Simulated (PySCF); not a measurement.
## Worked example: chemical shift, span and skew from a shielding tensor

Be(SiH3)(OSiH3) (BeH6OSi2), SMILES [SiH3][Be][O][SiH3]. Atoms are numbered in the order given.

```xyz
10

Be     0.0000     0.0000     0.5802
Si     0.0000     0.0000     2.7456
H      1.3382    -0.3730     3.3033
H     -0.9921    -0.9725     3.3033
H     -0.3461     1.3454     3.3033
O      0.0000     0.0000    -0.8392
Si     0.0000     0.0000    -2.4965
H      0.0266    -1.4023    -3.0010
H      1.2011     0.7241    -3.0010
H     -1.2277     0.6781    -3.0010
```
Charge 0, spin multiplicity 1.

The structure is a stationary point at ωB97X-D3(BJ)/def2-SVP. One conformer was computed; it need not be the lowest.

GIAO shieldings from PBE0/pcSseg-1 (PySCF), non-relativistic, no solvent. The symmetric part of the tensor of Si2 has the principal values 480.8, 504.5, 504.5 ppm. The same nucleus in TMS has σ = 352.7 ppm at this level (PySCF, at its B3LYP-D3(BJ)/def2-TZVP geometry).

Problem. Work out the isotropic shielding, the ²⁹Si shift against TMS, the span and the skew.

Solution. 
σ(iso) = (σ11 + σ22 + σ33)/3 = 496.6 ppm. δ = σ(ref) − σ(iso) = 352.7 − (496.6) = -143.9 ppm.
Span Ω = σ33 − σ11 = 23.7 ppm. Skew κ = 3(σ(iso) − σ22)/Ω = -1.00, an axial tensor. Tumbling in solution averages the tensor to δ; in a static solid the shielding alone would spread this spin-1/2 line over Ω.
